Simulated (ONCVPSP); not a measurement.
tungsten: variants of one ONCV potential

Base potential:

tungsten (W), optimised norm-conserving Vanderbilt (ONCV), made with ONCVPSP 4.0.1 (LDA (Perdew-Wang 92), scalar-relativistic). Core [Kr] 4d10 4f14, reference 5s2 5p6 5d4 6s2. Waves: 5s+6s: rc 1.80 bohr, ncon 4, nbas 7, qcut 7.5 1/bohr, 2 projectors; 5p: rc 1.75 bohr, ncon 5, nbas 9, qcut 8.3 1/bohr, 2 projectors, debl 3 Ha; 5d: rc 2.25 bohr, ncon 4, nbas 8, qcut 7.3 1/bohr, 2 projectors, debl 0.6 Ha. Local part: polynomial inside 1.55 bohr (lpopt 5, dvloc0 0 Ha). Core correction: none.

All-electron outer shells of the reference configuration (LDA (PZ), scalar-relativistic, ld1.x):

| shell | level (eV) | outermost node (bohr) | outermost maximum (bohr) |
| --- | --- | --- | --- |
| 5s | -79.30 | 0.53 | 0.96 |
| 5p | -43.38 | 0.57 | 1.09 |
| 4f | -33.46 | – | 0.43 |
| 6s | -5.91 | 1.28 | 2.64 |
| 5d | -4.68 | 0.63 | 1.50 |

Cutoffs, loose and tight: the cutoffs (Ha) at which the residual kinetic energy of the hardest occupied pseudo-wave falls to 1 and 0.1 mHa per electron. They do not see the model core or the augmentation charge, which bear on the density cutoff. Test errors are all-electron minus pseudo excitation energies from the reference, over the configurations 5s2 5p6 5d4 6s1; 5s2 5p6 5d4 6s0; 5s2 5p6 5d3 6s0; 5s2 5p6 5d4 6s0 6p2. A dash means not determined; rows that change the core or the reference have their own tests.

```tsv
change	outcome	cutoff, loose	cutoff, tight	bound ghosts	GHOST(+) flags above zero	largest test error (meV)
base	generated	25 Ha	29 Ha	none	s	-14
d: debl 0.85	generated	25 Ha	29 Ha	none	s	-14
all radii scaled by about 0.85 (s 1.54, p 1.48, d 1.92 bohr); local potential polynomial inside 1.32 bohr (lpopt 5, dvloc0 0 Ha)	generated	29 Ha	37 Ha	none	s	-12
p: rc 1.5; local potential polynomial inside 1.50 bohr (lpopt 5, dvloc0 0 Ha)	generated	29 Ha	36 Ha	none	s	-14
d: rc 3.18	generated	25 Ha	29 Ha	none	s	-8.4
p: nbas 8	generated	25 Ha	30 Ha	none	s	-14
p: qcut 5.4	generated	18 Ha	74 Ha	none	s	-13
functional PBE; d: rc 1.75, qcut 9.4	generated	25 Ha	29 Ha	none	s	-2.4
reference 5s2 5p6 5d4 6s0.5	generated	25 Ha	29 Ha	none	s	+6.5
p: qcut 10.8	generated	35 Ha	42 Ha	none	s	-14
local potential polynomial inside 1.20 bohr (lpopt 5, dvloc0 0 Ha)	generated	25 Ha	29 Ha	none	s	-14
d: ncon 3, nbas 7	generated	25 Ha	29 Ha	none	s	-13
```
